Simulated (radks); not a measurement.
Br2+, configuration [Ar] 3d8 4s2 4p3 4f2 (not the ground configuration). Method: Dirac Kohn-Sham, PBE, spin-unpolarised, spherical densities, point nucleus; open shells fill j = l - 1/2 first; computed with a radial shooting solver on a logarithmic mesh with Libxc functionals.

Radial electron density D(r) = 4 pi r^2 rho(r):

| r (bohr) | D(r) (e/bohr) |
|---|---|
| 0.002223 | 1.904 |
| 0.002567 | 2.456 |
| 0.002988 | 3.199 |
| 0.003451 | 4.091 |
| 0.003986 | 5.206 |
| 0.00464 | 6.672 |
| 0.005359 | 8.382 |
| 0.006189 | 10.45 |
| 0.007205 | 13.06 |
| 0.008321 | 15.96 |
| 0.009609 | 19.27 |
| 0.01119 | 23.16 |
| 0.01292 | 27.13 |
| 0.01492 | 31.20 |
| 0.01737 | 35.36 |
| 0.02006 | 38.86 |
| 0.02317 | 41.60 |
| 0.02697 | 43.33 |
| 0.03115 | 43.65 |
| 0.03597 | 42.69 |
| 0.04188 | 40.61 |
| 0.04836 | 38.26 |
| 0.05585 | 36.42 |
| 0.06502 | 36.00 |
| 0.07509 | 37.67 |
| 0.08672 | 41.30 |
| 0.101 | 46.23 |
| 0.1166 | 50.22 |
| 0.1347 | 51.69 |
| 0.1568 | 49.22 |
| 0.181 | 43.36 |
| 0.2091 | 35.98 |
| 0.2434 | 29.57 |
| 0.2811 | 27.08 |
| 0.3246 | 28.39 |
| 0.3779 | 31.71 |
| 0.4365 | 33.56 |
| 0.5041 | 31.93 |
| 0.5868 | 26.33 |
| 0.6777 | 19.23 |
| 0.7827 | 12.78 |
| 0.9112 | 8.255 |
| 1.052 | 6.204 |
| 1.215 | 5.398 |
| 1.415 | 4.761 |
| 1.634 | 3.830 |
| 1.887 | 2.675 |
| 2.197 | 1.592 |
| 2.537 | 0.9317 |
| 2.93 | 0.6185 |
| 3.411 | 0.5175 |
| 3.939 | 0.4927 |
| 4.549 | 0.4472 |
| 5.296 | 0.3477 |
| 6.116 | 0.2267 |
| 7.064 | 0.1205 |
| 8.223 | 0.04849 |
| 9.497 | 0.01560 |
| 10.97 | 0.003657 |
| 12.77 | 0.0005336 |

D(r) has 3 maxima, at r = 0.0299, 0.134, 0.444 bohr, and minima at 0.0625, 0.286 bohr, inside which lie 2.09, 10.97 electrons.
